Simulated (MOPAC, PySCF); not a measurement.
H$_{3}$BSi$_{2}$, SMILES `[SiH]1=B[SiH2]1`, neutral singlet in the gas phase. 

Z-matrix (Å, degrees):
```
Si
H 1 1.4885
H 1 1.4907 2 107.69
B 1 1.8737 2 130.77 3 -164.89
Si 4 1.7913 1 87.71 2 -81.20
H 5 1.4893 4 142.10 1 -109.31
```
Charge 0, spin multiplicity 1.

All levels are single points at this geometry (PBE0-D3(BJ)/def2-TZVP); Pople sets use spherical d functions. Orbital energies aren't observables, and empty levels follow the basis.

```
level                           HOMO (eV)  LUMO (eV)  gap (eV)  dipole (D)  vertical IE, Delta-SCF (eV)
------------------------------  ---------  ---------  --------  ----------  ---------------------------
PBE0-D3(BJ)/def2-TZVP in PySCF      -6.27      -2.59      3.67        1.20                            –
B3LYP/LANL2DZ in PySCF              -6.07      -2.72      3.35        1.11                            –
SVWN5/6-31G* in PySCF               -5.40      -3.36      2.04        1.04                         8.35
HF/6-31G* in PySCF                  -7.86       0.86      8.72        1.07                         6.92
PM6 in MOPAC                        -7.29      -1.40      5.89        1.32                            –
PM7 in MOPAC                        -9.25      -1.75      7.51        2.09                            –
```
